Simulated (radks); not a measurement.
Results of a calculation; reference values are marked as such.
Ionisation of the tellurium ion Te3+, [Kr] 4d10 5s2 5p1, to Te4+, [Kr] 4d10 5s2, under several functionals. Dirac Kohn-Sham, spin-unpolarised, spherical densities, point nucleus; open shells fill j = l - 1/2 first; a radial shooting solver on a logarithmic mesh with Libxc functionals.

functional,E(Te3+) (hartree),Exc (hartree),IE (eV),-e(HOMO) (eV),<r> HOMO (bohr),IE error (eV)
PW91,-6795.78077,-176.13714,37.449,32.450,2.183,+0.033
AM05,-6789.42584,-169.70272,37.355,32.372,2.175,-0.060
B86b exchange with PBE correlation,-6795.57215,-175.92489,37.374,32.378,2.183,-0.041
exchange-only LDA,-6784.31487,-164.52886,36.443,31.415,2.191,-0.972
"LDA (Slater exchange, Perdew-Wang correlation)",-6789.16164,-169.43035,37.777,32.740,2.172,+0.361
HCTH/407,-6799.07377,-179.62281,37.415,32.466,2.181,-0.001
BP86,-6795.99945,-176.35516,37.529,32.543,2.175,+0.114

NIST Atomic Spectra Database: 37.416 eV (measured). Closest: HCTH/407. The Delta-SCF values span 1.33 eV, the total energies 14.76 hartree. The highest occupied level is 5p1/2. Spin polarisation and multiplet splitting are left out, so open shells lie too high by an amount that depends on their filling.

Beside tabulated values, note that spin-unpolarised runs miss the spin-polarisation part of the exchange energy of open shells.
